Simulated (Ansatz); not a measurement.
Caution, from a PySCF single point (B3LYP-D3(BJ)/def2-TZVP) at this geometry: the restricted solution is unstable towards spin-unrestricted or complex orbitals, so a lower solution exists and this singlet may not be the ground state. This singlet lies within 0.05 eV of the relaxed triplet at the level B3LYP/cc-pVTZ // B3LYP-D3(BJ)/def2-TZVP (Ansatz, a first-principles code).

A geometry relaxed with Ansatz with B3LYP-D3(BJ)/def2-TZVP, charge 0, multiplicity 1:

```xyz
7

H     -1.7195    -0.0629     0.3523
H     -0.6390     1.1485    -0.4562
C      2.5873     0.1504    -0.2391
N      1.4628    -0.2110    -0.0884
H     -1.1245    -0.3676    -1.2529
C     -0.8498     0.0885    -0.2867
C      0.2828    -0.7460     0.1619
```

Write the SMILES of this molecule.

`[C-]#[N+][C]C`
